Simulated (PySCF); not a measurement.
PySCF 2.14 output of a UHF calculation on a single atom or ion in cc-pVTZ-DK, with the spin-free X2C one-electron Hamiltonian (Gaussian nucleus):

```
SCF conv_tol = 1e-09
number electrons alpha = 15  beta = 14
cycle= 1 E= -1653.14876989437  delta_E= -2.06e-10  |g|= 6.24e-06  |ddm|= 7.48e-05
converged SCF energy = -1653.14876989437  <S^2> = 0.75195164  2S+1 = 2.0019507
```

The run itself started from symmetry-adapted Hartree-Fock orbitals and held the occupation by maximum overlap, so the iterations belong to that start.

Q: Which element, charge and spin multiplicity is this?

A: Cu (copper, neutral), multiplicity 2; the state was [Ar] 3d10 4s1, 2S determinant.
